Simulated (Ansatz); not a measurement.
A nudged elastic band was laid between two geometries of C₂H₅Al₂FGeO (12 atoms, charge 0, multiplicity 1).

Level of theory: Ansatz 0.2.0, RHF/def2-SVP.

```yaml
movable_images: 5
climbing_image: yes
spring: 2.0 to 10.0 eV/Å², energy-weighted
optimiser: quadratic models (default)
start_path: through a guess of the saddle point
force_threshold: 0.05 eV/Å
iteration_limit: 60
end_points: relaxed
```

First end point:

```xyz
12
Properties=species:S:1:pos:R:3
O -1.875 -3.534 1.218
Al -0.770 -2.569 0.369
Al -1.053 0.020 0.339
F -2.507 0.636 0.871
C 0.290 1.298 -0.237
C 0.511 2.593 -0.425
Ge 2.089 1.646 -0.880
H -2.644 -3.299 1.707
H 0.383 -3.362 -0.360
H -0.080 3.494 -0.306
H 3.275 1.617 0.077
H 2.457 1.406 -2.339
```

Last end point:

```xyz
12
Properties=species:S:1:pos:R:3
O -0.882 -3.050 2.327
Al -1.061 -2.041 1.032
Al -1.388 -0.101 -1.156
F -2.922 0.405 -0.733
C 0.131 1.009 -0.636
C 0.497 2.198 -0.181
Ge 2.061 1.173 -0.456
H -0.785 -3.606 3.074
H -1.282 -1.063 -2.399
H -0.027 3.103 0.105
H 2.779 0.526 0.727
H 2.957 1.391 -1.670
```

(1) Which bonds break or form, and what moves?

(2) What energy profile does the band end with?

(3) What is the geometry of the highest image?

The band took 25 iterations and of the order of 15 core-minutes.

Answers

(1) Bonds broken: Al2–H9. Bonds formed: Al3–H9.

(2) The forces met the threshold. The highest image is number 3 of 0 to 6, 0.96 eV above the first end and 0.78 eV above the last; the last end lies 0.18 eV above the first. Another band between the same ends (5 images) ends at a top of the same energy, where a vibrational analysis finds 1 clearly imaginary mode. The orbitals stay closed-shell, which can raise the energy where a bond breaks towards radicals; this wasn't checked here.

```
image  path coordinate (Å)  energy (eV)  Al2–H9 (Å)  Al3–H9 (Å)
    0                 0.00         0.00        1.58        3.74
    1                 3.30         0.18        1.58        3.41
    2                 4.26         0.66        1.60        2.76
    3                 4.93         0.96        1.72        2.10
    4                 5.63         0.62        2.32        1.64
    5                 6.73         0.27        3.15        1.58
    6                 9.13         0.18        3.57        1.58
```

(3) 
```xyz
12
Properties=species:S:1:pos:R:3:forces:R:3
O -1.022 -3.635 1.098 0.00 -0.01 -0.01
Al -1.190 -1.984 0.885 0.00 0.01 0.00
Al -1.418 0.342 0.365 0.00 -0.01 0.00
F -2.944 0.946 0.109 0.00 0.00 0.00
C 0.178 1.269 -0.210 0.00 0.00 0.01
C 0.693 2.446 -0.530 0.00 0.00 0.00
Ge 2.071 1.154 -0.638 0.00 0.00 0.00
H -0.946 -4.237 1.815 0.00 0.00 0.00
H -1.292 -1.442 -0.741 0.00 0.00 0.00
H 0.310 3.457 -0.608 0.00 0.00 0.00
H 3.111 1.029 0.471 0.00 0.00 0.00
H 2.525 0.601 -1.983 0.00 0.00 0.00
```

Run time: 7.8 min on 2 threads of Arm Neoverse V1 (shared host), peak memory 0.47 GiB.
